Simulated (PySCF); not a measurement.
Te(H)(SMe) (CH4STe), SMILES CS[TeH].

Geometry optimised at B3LYP-D3(BJ)/def2-SVP. The def2 effective core potentials stand for the cores of Te; spin–orbit coupling is left out.

Computed with PySCF with B3LYP-D3(BJ)/def2-SVP.

Frequencies are harmonic and unscaled.

Task: Give all harmonic wavenumbers and intensities. (The exact figures need the calculation; the answer reports its results.)

Result: 
| mode | ν (cm⁻¹) | IR (km/mol) | Raman (Å⁴/amu) | depolarisation | moving atoms (share of kinetic energy) |
|---|---|---|---|---|---|
| 1 | 158 | 0.4 | 0.4 | 0.75 | H 98 % |
| 2 | 192 | 0.3 | 6.6 | 0.45 | C 48 %, H 25 %, S 15 %, Te 12 % |
| 3 | 232 | 0.1 | 14.7 | 0.75 | H 92 % |
| 4 | 343 | 2.4 | 12.7 | 0.28 | S 78 %, Te 18 % |
| 5 | 632 | 13.1 | 34.4 | 0.63 | H 97 % |
| 6 | 691 | 3.4 | 9.4 | 0.39 | C 57 %, S 30 %, H 12 % |
| 7 | 960 | 7.6 | 4.0 | 0.62 | H 81 %, C 16 % |
| 8 | 962 | 7.3 | 4.3 | 0.64 | H 81 %, C 16 % |
| 9 | 1327 | 8.5 | 5.1 | 0.48 | H 86 %, C 14 % |
| 10 | 1435 | 9.9 | 20.0 | 0.75 | H 95 % |
| 11 | 1454 | 10.4 | 15.0 | 0.71 | H 95 % |
| 12 | 2050 | 81.1 | 231.1 | 0.30 | H 99 % |
| 13 | 3036 | 17.6 | 203.8 | 0.06 | H 98 % |
| 14 | 3138 | 2.7 | 136.2 | 0.70 | H 90 %, C 10 % |
| 15 | 3156 | 5.4 | 55.3 | 0.75 | H 90 %, C 10 % |
